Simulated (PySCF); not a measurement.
Molecular orbitals of Ga2

HSE06 at R = 2.699 Å; basis Ga def2-TZVPP; no relativity; PySCF 2.14. State: ³Πu (triplet), unpaired electrons σ ↑, π ↑. Only the outer orbitals are listed.

| spin | orbital | occ. | ε (eV) | main shells (%) |
| --- | --- | --- | --- | --- |
| α | σg | 1 | -11.17 | 92 s |
| α | σu | 1 | -8.41 | 94 s |
| α | σg | 1 | -4.23 | 91 p, 8 s |
| α | πu | 1 | -4.02 | 97 p |
| α | πu | 0 | -3.19 | 98 p |
| α | πg | 0 | -1.59 | 98 p |
| α | πg | 0 | -1.28 | 97 p |
| β | σg | 1 | -10.10 | 94 s |
| β | σu | 1 | -7.47 | 93 s |
| β | πu | 0 | -2.82 | 98 p |
| β | σg | 0 | -2.38 | 92 p |
| β | πu | 0 | -2.37 | 98 p |

Problem. Which are the highest filled and the lowest empty level, where do they sit, and how wide is the gap?

Solution. Highest filled α πu at -4.02 eV (in %: 97 p); lowest empty α πu at -3.19 eV (in %: 98 p); the gap at HSE06 is 0.83 eV. Both belong to one degenerate shell, split only by its one-sided filling, so this is no excitation gap.

```
bond order (Mayer) : 1.18
⟨S²⟩               : 2.006
```

Spin–orbit coupling is left out. The state was picked by a PBE0 search and need not be the measured ground state.
